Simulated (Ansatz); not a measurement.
Correlation energies of `[CH3][GeH2][I]` by basis set

```xyz
8

C     0.517    0.077    0.953
Ge   -0.188   -0.108   -0.848
I    -2.684    0.266   -0.764
H     0.056   -0.660    1.610
H     0.305    1.076    1.334
H     1.598   -0.080    0.942
H     0.020   -1.519   -1.418
H     0.377    0.948   -1.810
```

Total charge 0; spin multiplicity 1. Correlated methods include outer-core shells of Ge, I, which these sets cover unevenly. Scalar relativity is left out up to krypton. I takes the def2 core potential. The structure was optimised at the PBE0-D4/def2-TZVP level. Frozen core, restricted reference, the Gaussian-basis code of Ansatz.

```tsv
basis	HF (Eh)	MP2 corr.
def2-SVP	-2412.55108	-0.49880
def2-TZVPP	-2412.87069	-0.93758
def2-QZVPP	-2412.91592	-1.38374
```

Problem. Estimate the CCSD correlation energy and the (T) correction in each basis where they were run (hartree).

Solution. 
```json
{"basis": "def2-SVP", "CCSD corr.": "-0.52762", "(T)": "-0.01418"}
{"basis": "def2-TZVPP", "CCSD corr.": "-0.93035", "(T)": "-0.02687"}
```
